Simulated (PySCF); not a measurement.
A PySCF script (with the pyscf-properties extension) for the NMR shieldings of SMILES N#CC1SCCCS1, C5H7NS2, on a GFN2-xTB geometry:

```python
import basis_set_exchange as bse
import numpy as np
from pyscf import gto, dft
from pyscf.prop import nmr

atoms = """
N     2.439858    0.908843   -1.374348
C     2.115901    0.267512   -0.483695
C     1.608843   -0.510061    0.602986
S     0.585157   -1.888820   -0.041186
C    -0.697792   -0.898450   -0.879078
C    -1.461817   -0.003335    0.085630
C    -0.614070    1.141760    0.619703
S     0.685745    0.568262    1.764070
H     2.413777   -0.967170    1.179887
H    -0.215894   -0.317025   -1.667392
H    -1.359203   -1.637123   -1.329638
H    -2.317859    0.421986   -0.445463
H    -1.837055   -0.600160    0.920636
H    -1.217243    1.826278    1.214470
H    -0.132761    1.695492   -0.188493
"""
names = dict.fromkeys(["N", "C", "S", "H"], "pcSseg-1")
basis = {el: gto.basis.parse(bse.get_basis(n, elements=[el], fmt="nwchem")) for el, n in names.items()}
mol = gto.M(atom=atoms, basis=basis, charge=0, verbose=0)
mf = dft.RKS(mol, xc="PBE0")
mf.grids.level = 2
mf.grids.alignment = dft.numint.BLKSIZE   # the property module wants whole blocks of grid points
mf.conv_tol = 1e-9
mf.kernel()

calc = nmr.RKS(mf)   # GIAO
C = mf.mo_coeff
Co = C[:, mf.mo_occ > 0]
resp = mf.gen_response(singlet=True, hermi=2)
def vind(x):   # induced exchange potential for any number of trial vectors
    d = np.einsum("pi,xij,qj->xpq", C, 2 * x.reshape(-1, C.shape[1], Co.shape[1]), Co, optimize=True)
    return np.einsum("xpq,pi,qj->xij", resp(d - d.transpose(0, 2, 1)), C, Co, optimize=True).ravel()
mo1, _ = nmr.rhf.solve_mo1(calc, with_cphf=vind)
sigma = calc.kernel(mo1)
for i, s in enumerate(sigma):   # ppm
    w = np.linalg.eigvalsh((s + s.T) / 2)
    print("%2d %-2s iso %8.1f  s11 %8.1f  s22 %8.1f  s33 %8.1f" % (i, mol.atom_pure_symbol(i), w.mean(), *w))
```

Question: Give the expected output.

Answer: 
```
 0 N  iso    -42.9  s11   -214.6  s22   -157.5  s33    243.5
 1 C  iso     67.8  s11    -55.4  s22    -36.6  s33    295.4
 2 C  iso    148.6  s11    131.9  s22    156.5  s33    157.5
 3 S  iso    398.7  s11    151.6  s22    480.7  s33    563.6
 4 C  iso    152.5  s11    145.3  s22    148.6  s33    163.6
 5 C  iso    156.3  s11    143.9  s22    145.5  s33    179.5
 6 C  iso    152.5  s11    145.3  s22    148.6  s33    163.7
 7 S  iso    398.8  s11    152.4  s22    480.5  s33    563.6
 8 H  iso     27.8  s11     24.0  s22     24.4  s33     35.1
 9 H  iso     28.2  s11     25.0  s22     27.0  s33     32.4
10 H  iso     29.1  s11     23.4  s22     26.8  s33     37.0
11 H  iso     29.6  s11     24.9  s22     27.2  s33     36.5
12 H  iso     29.7  s11     26.9  s22     27.4  s33     34.9
13 H  iso     29.1  s11     23.4  s22     26.8  s33     37.0
14 H  iso     28.2  s11     25.0  s22     27.0  s33     32.5
```

These numbers come from an equivalent density-fitted implementation of the same equations, which agrees with the script to about 0.01 ppm for H and up to a few tenths of a ppm for heavy atoms, so last digits may differ.

Question: Turn these shieldings into chemical shifts. Scale: 15N (σ = 267.73 ppm) against NH3; 13C (σ = 186.93 ppm), 1H (σ = 31.72 ppm) vs TMS; 33S (σ = 503.73 ppm) vs CS2 (reference shieldings calculated alike).

Answer: Averaging equivalent atoms: N 0: 310.6; C 1: 119.1; C 2: 38.3; C 4/6: 34.4; C 5: 30.6; S 3/7: 105; H 8: 3.91; H 9/14: 3.56; H 10/13: 2.65; H 11: 2.16; H 12: 1.98 ppm. Experimental scales use liquid or dissolved standards, which lie at an offset from isolated NH3 (liquid NH3: subtract about 20 ppm). Unscaled 15N shifts of sp2 nitrogen come out 20 to 40 ppm too high even then.

Size and cost of the density-fitted run: 185 basis functions, 33 s wall time on 1 thread of an x86-64 server CPU, shared host.
